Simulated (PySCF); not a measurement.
## How exact exchange moves a shielding

Molecule: SMILES C=C(BP)OC, C₃H₈BOP.

Geometry:
```csv
atom,x (Å),y (Å),z (Å)
C1,0.671,-1.209,-1.077
C2,-0.020,-0.270,-0.389
B3,-1.565,-0.183,-0.516
P4,-2.539,1.136,0.398
O5,0.535,0.619,0.470
C6,1.921,0.595,0.650
H7,0.125,-1.866,-1.754
H8,1.751,-1.359,-1.000
H9,-2.131,-0.886,-1.318
H10,-1.909,1.161,1.669
H11,-3.734,0.445,0.732
H12,2.168,1.398,1.357
H13,2.458,0.773,-0.299
H14,2.262,-0.370,1.068
```

GIAO shieldings (ppm, equivalent atoms averaged) in PySCF 2.14 on the PBE0-D3(BJ)/def2-SVP geometry, basis pcSseg-1, gas phase, non-relativistic:

```csv
functional,exact exchange (%),σ(C6),σ(P4),σ(O5)
BLYP,0,119.5,453.8,189.0
BP86,0,124.2,468.6,193.3
PBE,0,124.9,469.9,192.3
B3LYP,20,124.5,470.4,205.3
mPW1PW91,25,129.5,486.4,211.4
BHandHLYP,50,131.0,492.8,227.3
HF,100,141.0,529.3,258.2
```

(1) Fit each shielding as a line in the percentage of exact exchange.

(2) What does the line predict for PBE0 (25 %), and what does the run give?

Results:

(1) σ(C6) = 122.8 + 0.18 x (rms 1.9 ppm); σ(P4) = 463.6 + 0.65 x (rms 6.0 ppm); σ(O5) = 192.3 + 0.67 x (rms 1.7 ppm). The functionals also differ in their semilocal parts, which the line can't hold; Hartree–Fock has no correlation at all.

(2) σ(C6): 127.3 predicted, 130.5 computed; σ(P4): 479.9 predicted, 489.7 computed; σ(O5): 209.1 predicted, 211.7 computed ppm.
